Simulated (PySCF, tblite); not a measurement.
Isomers of C4H9O2Si (doublet state). Method: GFN2-xTB as coded in tblite; computed harmonic values from a numerical Hessian at the method's own geometry, unscaled. Against measured fundamentals such values can be off by several per cent, at times by over 20. Modes of hydrogen on silicon can be 10 to 20 % off. One conformer each. Open shells enter through the occupations alone, without spin polarisation, and single modes of such species can be off by tens of per cent.

Electronic energies: B3LYP/pcH-1 single points on the GFN2-xTB geometries (PySCF, gas phase).

| SMILES | electronic energy, lowest = 0 (kcal/mol) |
| --- | --- |
| CC(=O)O[Si](C)C | 0.0 |
| CCCC(=O)O[SiH2] | 24.8 |
| [CH2]CCC(=O)O[SiH3] | 34.8 |

How do GFN2-xTB zero-point energies change the relative energies?

```
             SMILES  ZPE (kcal/mol)  of it from modes above 1550 cm⁻¹  electronic (kcal/mol)  with ZPE, lowest = 0 (kcal/mol)  lowest mode (cm⁻¹)  rings
    CC(=O)O[Si](C)C            77.4                              41.5                    0.0                              0.0                  34      0
    CCCC(=O)O[SiH2]            76.6                              39.4                   24.8                             24.0                  33      0
[CH2]CCC(=O)O[SiH3]            72.2                              38.3                   34.8                             29.6                   6      0
```

The zero-point energies span 5.2 kcal/mol, from `[CH2]CCC(=O)O[SiH3]` to `CC(=O)O[Si](C)C`. The order is unchanged.

And how do the electronic energies of GFN2-xTB itself compare?

`CC(=O)O[Si](C)C` 11.6; `CCCC(=O)O[SiH2]` 0.0; `[CH2]CCC(=O)O[SiH3]` 16.0 kcal/mol, lowest = 0. Against the energies above, taken from the same isomer `CC(=O)O[Si](C)C`, the largest difference is 36.4 kcal/mol.
